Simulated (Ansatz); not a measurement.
Basis-set series for C$_{2}$H$_{7}$BSSi, SMILES `[SiH3]B1CSC1`. Charge 0, multiplicity 1. All single points use the PBE0-D4/def2-TZVP geometry.

```
functional       basis  functions  energy (Eh)  HOMO (eV)  LUMO (eV)
   PBE0-D4    def2-SVP        113   -792.23573      -6.33      -1.99
   PBE0-D4  def2-TZVPP        275   -792.58853      -6.46      -2.03
   ωB97M-V    def2-SVP        113   -792.50984      -8.53       0.06
   ωB97M-V  def2-TZVPP        275   -792.86889      -8.67      -0.03
```

Give the rows for def2-QZVPP. (Best estimate.)

The calculation gave: 
```tsv
functional	basis	functions	energy (Eh)	HOMO (eV)	LUMO (eV)
PBE0-D4	def2-QZVPP	521	-792.61633	-6.49	-2.04
ωB97M-V	def2-QZVPP	521	-792.89512	-8.71	-0.06
```

Program: Ansatz 0.2.0.
